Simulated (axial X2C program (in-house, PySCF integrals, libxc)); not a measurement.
# Working with the constants of GeS⁻

A bond curve at the PBE0 level, 2c, was computed with an in-house relativistic program for diatomic molecules (basis Ge dyall-acv3z [10s10p8d5f1g], S dyall-av3z [9s8p3d2f] (cores contracted in-house)) for the state Ω = 1/2 (⟨Sz⟩ = -0.50, ⟨Lz⟩ = 1.00 at PBE0). Its fit gives Re = 2.1127 Å, ωe = 473.5 cm⁻¹, ωexe = 1.41 cm⁻¹ and αe = 7.433e-04 cm⁻¹; the masses are 73.9212 and 31.9721 u. Two-component means X2C with spin–orbit coupling and atomic mean-field Coulomb and Gaunt terms.

Problem. Find the reduced mass, Be and the force constant.

Solution. From the PBE0 values: μ = 22.3188 u. Be = 16.8576/(μ Re²) = 0.1692 cm⁻¹. k = 5.8918×10⁻⁷ μ ωe² = 2.95 mdyn/Å.

Problem. Estimate the centrifugal constant by the Kratzer relation.

Solution. D = 4Be³/ωe² = 8.65e-08 cm⁻¹.

Problem. Where do the fundamental and the first overtone lie?

Solution. ν(1←0) = ωe − 2ωexe = 470.7 cm⁻¹; ν(2←0) = 2ωe − 6ωexe = 938.5 cm⁻¹.

Problem. A Morse curve ties αe to the other constants (Pekeris). How well does that hold?

Solution. αe(Morse) = 6Be²/ωe × (√(ωexe/Be) − 1) = 6.846e-04 cm⁻¹; the PBE0 curve gives 7.433e-04 cm⁻¹, a ratio of 0.92.

The state is one determinant whose occupation by symmetry is held fixed; it was picked as the lowest of a PBE0 search that is not exhaustive. Density functionals use the spin component along the axis (collinear). The functionals have no current-density term, which raises determinants with orbital currents, atoms included. The highest occupied level of some functionals is positive through self-interaction error; at Hartree–Fock it is bound.
